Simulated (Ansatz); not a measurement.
A nudged elastic band was laid between two geometries of B2GeH6 (9 atoms, charge 0, multiplicity 1).

The calculation used Ansatz 0.2.0, RKS PBE0/def2-SVP.

| Quantity | Value |
| --- | --- |
| movable images | 5 |
| climbing image | yes |
| spring | 5.0 eV/Å² |
| optimiser | quadratic models (default) |
| start path | through a guess of the saddle point |
| force threshold | 0.03 eV/Å |
| iteration limit | 60 |
| end points | relaxed |

Image 0:

```xyz
9
Properties=species:S:1:pos:R:3
B -1.020 0.643 -1.192
Ge 0.732 0.298 -0.166
B 0.218 -0.969 1.374
H -1.363 -0.092 -2.085
H -1.746 1.556 -0.878
H 1.316 1.618 0.382
H 1.782 -0.362 -1.087
H 0.232 -2.166 1.216
H -0.150 -0.527 2.436
```

Image 6:

```xyz
9
Properties=species:S:1:pos:R:3
B -1.080 0.767 -1.383
Ge 0.105 0.640 0.261
B 0.517 -1.035 1.229
H -1.098 -0.108 -2.212
H -1.847 1.694 -1.490
H 1.146 1.780 0.353
H 1.168 -0.786 0.061
H -0.221 -1.970 1.046
H 1.310 -0.982 2.135
```

Which bonds break or form, and what moves?

No bond is made or broken.

What energy profile does the band end with?

The forces met the threshold. The highest image is number 3 of 0 to 6, 12.8 kJ/mol above the first end and 28.4 kJ/mol above the last; the last end lies 15.6 kJ/mol below the first. A vibrational analysis at the climbing image gives one clearly imaginary mode, 405i cm⁻¹: a first-order saddle point.

| image | path coordinate (Å) | energy (kJ/mol) |
| --- | --- | --- |
| 0 | 0.00 | 0.0 |
| 1 | 0.73 | 0.9 |
| 2 | 1.46 | 3.5 |
| 3 | 2.19 | 12.8 |
| 4 | 2.53 | 4.5 |
| 5 | 2.86 | -13.6 |
| 6 | 3.20 | -15.6 |

What is the geometry of the highest image?


```xyz
9
Properties=species:S:1:pos:R:3
B -1.049 0.700 -1.381
Ge 0.348 0.549 0.087
B 0.324 -1.000 1.363
H -1.318 -0.267 -2.051
H -1.661 1.725 -1.560
H 1.106 1.813 0.521
H 1.458 -0.522 -0.339
H -0.267 -2.002 1.040
H 1.059 -0.996 2.320
```

What are the harmonic wavenumbers there?

405i, 134, 179, 338, 498, 528, 588, 617, 683, 758, 819, 898, 908, 1123, 1150, 1909, 2161, 2588, 2595, 2703, 2709 cm⁻¹.

The run took 2.2 min on 2 threads of Arm Neoverse V1, with other jobs on the host, peak memory 0.18 GiB.
